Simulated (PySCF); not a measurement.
**Mayer bond orders and bond lengths**

Species: FH5SeSi2.
Atom-mapped SMILES: `[F:1][SiH2:2][Se:3][SiH3:4]` (hydrogens: H5, H6 on Si2; H7, H8, H9 on Si4)

Cartesian coordinates in Å at the PBE0-D3(BJ)/def2-SVP level; atoms count from 1:
```
atom  x, y, z in Å
F1     1.5292    1.6462   -0.5922
Si2    1.7939    0.1447   -0.0297
Se3    0.2088   -1.2781   -0.7839
Si4   -1.5522   -0.1322    0.1414
H5     3.0918   -0.3514   -0.5565
H6     1.7788    0.2442    1.4536
H7    -2.0373    0.9346   -0.7786
H8    -2.6362   -1.1282    0.3737
H9    -1.1165    0.4761    1.4330
```

Bond orders from the PBE0/pcSseg-1 density (PySCF). The structure is a single PBE0-D3(BJ)/def2-SVP conformer in the gas phase; no vibrational or solvent corrections. The calculation is non-relativistic, for selenium too.

(1) Where do the orders between heavy atoms depart from those drawn in the SMILES?

(2) Set the Mayer orders of the bonds beside their lengths.

Results:

(1) The largest departure is 0.098, at F1–Si2 (drawn single, 0.902).

(2) 
| bond | drawn as | length (Å) | Mayer order |
| --- | --- | --- | --- |
| F1–Si2 | single | 1.625 | 0.902 |
| Si2–Se3 | single | 2.260 | 0.982 |
| Se3–Si4 | single | 2.296 | 0.907 |
| Si2–H5 | single | 1.486 | 0.922 |
| Si2–H6 | single | 1.487 | 0.906 |
| Si4–H7 | single | 1.490 | 0.921 |
| Si4–H8 | single | 1.490 | 0.938 |
| Si4–H9 | single | 1.493 | 0.921 |

By pair of heavy elements: Se–Si: lowest Se3–Si4 (0.907, 2.296 Å), highest Si2–Se3 (0.982, 2.260 Å).

Problem. Sum the orders of all bonds at each heavy atom with more than one neighbour and set the sums beside the valence in the SMILES.

Solution. Si2 3.712 (drawn 4), Se3 1.889 (drawn 2), Si4 3.687 (drawn 4). Orders between atoms that aren't bonded are not in these sums.

Mayer orders depend on the basis set.
